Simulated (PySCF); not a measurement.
Shifts of the heteroatoms

Bonds (- single, = double, # triple, : aromatic): C1=C2, C2-F3, C2-Si4, Si4-C5, C5-C6, C6-N7, N7-C8, N7-C9, C6-Si4. C1 carries H10, H11; Si4 carries H12; C5 carries H13, H14; C6 carries H15; C8 carries H16, H17, H18; C9 carries H19, H20, H21. Stereochemistry as in C=C(F)[Si@@H]1C[C@@H]1N(C)C. H13 is cis to C2 on the ring; H10 is cis to F3; H14 is trans to C2 on the ring; H11 is trans to F3.

PySCF 2.14.0 with density-fitted response routines calculation with GIAO PBE0/pcSseg-1 shieldings and structure optimised with GFN2-xTB; non-relativistic Hamiltonian, no solvent model, a single conformation, averaged over atoms made equivalent by symmetry, fast rotation or ring inversion.

Question: Where does ¹⁹F resonate?

Answer: 
| atoms | environment | σ (ppm) | δ (ppm) |
| --- | --- | --- | --- |
| F3 | vinylic fluorine | 267.7 | -95.5 |

Shieldings were converted by a linear fit to measured shifts: ¹⁹F (scatter 6.0 ppm rms, 7.0 ppm with the 5 outliers that the fit left out vs CFCl3, solution or neat liquid, with a term for F on sp3 carbon). Occasional misses reach two or three times the rms, and more in compound classes unlike the fitted ones.

On a 300 MHz spectrometer ¹⁹F resonates near 282.3 MHz, so 1 ppm is 282.3 Hz.

Question: What are the ²⁹Si shifts?

Answer: 
```json
{"atoms": "Si4", "environment": "silicon bonded to 3 C, H, in a 3-membered ring", "σ (ppm)": "475.9", "δ (ppm)": "-111.2"}
```

Shieldings were converted by a linear fit to measured shifts: ²⁹Si (scatter 8.9 ppm rms, 25.8 ppm with the 6 outliers that the fit left out vs TMS, solution or neat liquid). Occasional misses reach two or three times the rms, and more in compound classes unlike the fitted ones.

On a 500 MHz spectrometer ²⁹Si resonates near 99.3 MHz, so 1 ppm is 99.3 Hz.

Question: Predict the ¹⁵N NMR data.

Answer: 
| atoms | environment | σ (ppm) | δ (ppm) |
| --- | --- | --- | --- |
| N7 | amine nitrogen | 221.2 | -351.9 |

Shieldings were converted by a linear fit to measured shifts: ¹⁵N: δ = -148.07 − 0.921σ (rms 6.3 ppm, 71 shifts vs CH3NO2, solution or neat liquid). Occasional misses reach two or three times the rms, and more in compound classes unlike the fitted ones.

On a 300 MHz spectrometer ¹⁵N resonates near 30.4 MHz, so 1 ppm is 30.4 Hz.
